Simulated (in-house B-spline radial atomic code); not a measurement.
A calculation on Ga IV (Ga3+): its settings, and results tabulated from the run. Computed with a B-spline radial code for spherical atoms: scalar-relativistic (X2C) PBE, spherical fractional occupations, Fermi nucleus of rms radius 3.9973 fm, inside a hard spherical wall at 3.6 bohr.

Command:
```bash
python run_scf.py task.json out
```
Settings (nuclear radius in fm, mass in u):
```
Z                31
configuration    [Ar] 3d10
hamiltonian      x2c
method           pbe,pbe
spin_polarised   False
nucleus          fermi
rms_radius       3.9973
atomic_mass      68.92557
speed_of_light   137.035999084
wall_radius      3.6
```

Output (hartree, bohr):
```
 radial grid: 62 intervals, B-splines of order 8, outer radius 3.6 bohr

 iter        energy (Eh)    residual
    1       -1936.691614    3.54e-01
    2       -1934.921655    5.52e-01
    3       -1941.431025    6.01e-02
    4       -1941.474686    1.24e-02
    5       -1941.471345    1.70e-02
    6       -1941.479462    1.44e-03
    7       -1941.479531    2.26e-04
    8       -1941.479532    3.89e-06
    9       -1941.479532    1.25e-07

 total energy                     -1941.47953
 kinetic                            1979.8895
 electron-nucleus                  -4650.4634
 Hartree                             804.1229
 exchange-correlation                -75.0285

 orbital      occ     eigenvalue          <r>       <r^2>       <1/r>       r_max
 1s         2.000      -376.8044    0.0482279  0.00314199     31.8913     0.03136
 2s         2.000       -47.5676      0.21755    0.055899     6.94208      0.1824
 2p         6.000       -41.5684     0.190597   0.0445433     6.72387      0.1463
 3s         2.000        -6.6676     0.652015    0.490919     2.19909       0.565
 3p         6.000        -4.8588     0.678879    0.543272     2.03198      0.5674
 3d        10.000        -1.9213     0.785206    0.786423     1.67206      0.5336

 Slater integrals (Eh)
   F0(3p,3p)                     1.331732
   F2(3p,3p)                     0.664396
   F0(3p,3d)                     1.246801
   F2(3p,3d)                     0.588340
   G1(3p,3d)                     0.724505
   G3(3p,3d)                     0.440708
   F0(3d,3d)                     1.179533
   F2(3d,3d)                     0.545768
   F4(3d,3d)                     0.339495
```

Time taken, with all properties: 0.13 s on 1 thread of Arm Neoverse N1 (shared host).

One-electron X2C: radii and densities carry no picture-change correction, so inner-shell <1/r> comes out high (for 1s by about 2 % at Z = 33, 5 % at 54, 10 % at 75, 30 % at 118) and <r> low.
